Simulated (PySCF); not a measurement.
# Bond lengths and vibrations by method: AlFH3OSi cation

These are calculations, not measurements. They come from PySCF 2.14.0, an open-source quantum chemistry program, on an isolated molecule that a program drew, which may never have been made. The molecule is AlFH3OSi cation (charge +1, singlet), drawn as the SMILES string `F[SiH+][O][AlH2]`.

The geometry was optimised and harmonic frequencies were computed with HF and MP2, all in the cc-pV(D+d)Z basis, for the commonest isotopes, with a restricted reference for singlets and an unrestricted one otherwise, and a frozen core in MP2. Each result is a local minimum of its method.

Geometry at the HF minimum:
```xyz
7
AlFH3OSi cation, angstrom
F    -3.9149   -2.9455   -0.3280
Si   -2.3710   -3.0279   -0.1731
O    -1.5344   -1.7507   -0.1283
Al   -0.6646   -0.1645   -0.0853
H    -1.8419   -4.3708   -0.0814
H    -0.2182    0.2716   -1.5055
H    -0.5616    0.3821    1.3629
```

Lengths of the bonds as drawn, in Å (atoms numbered as above):
| bond | HF | MP2 |
|---|---|---|
| F1-Si2 | 1.554 | 1.578 |
| Si2-O3 | 1.527 | 1.552 |
| O3-Al4 | 1.809 | 1.838 |
| Si2-H5 | 1.446 | 1.454 |
| Al4-H6 | 1.551 | 1.552 |
| Al4-H7 | 1.551 | 1.552 |

Rotational constants, in GHz:
| constant | HF | MP2 |
|---|---|---|
| A | 19.57 | 19.15 |
| B | 1.887 | 1.827 |
| C | 1.772 | 1.716 |

Harmonic frequencies in cm^-1, each column in rising order, so a row needn't be the same motion in every method:
```
rank,HF,MP2
1,73,76
2,94,82
3,136,121
4,361,330
5,485,453
6,572,540
7,645,598
8,652,619
9,782,753
10,875,?
11,1011,959
12,1292,1229
13,2103,2071
14,2136,2114
15,2520,2446
```

**Estimate the missing MP2 frequency from the HF column.**

A single factor s that minimises the squared misfit of MP2 against s times HF over the other rows is sum(HF x MP2) / sum(HF^2) = 0.9724, with an rms misfit of 20 cm^-1. For rank 10 it gives 0.9724 x 875 = 851 cm^-1. The calculation gives 828 cm^-1, 23 cm^-1 below the estimate. The drawn bonds are on average 0.9 % longer in MP2 than in HF.
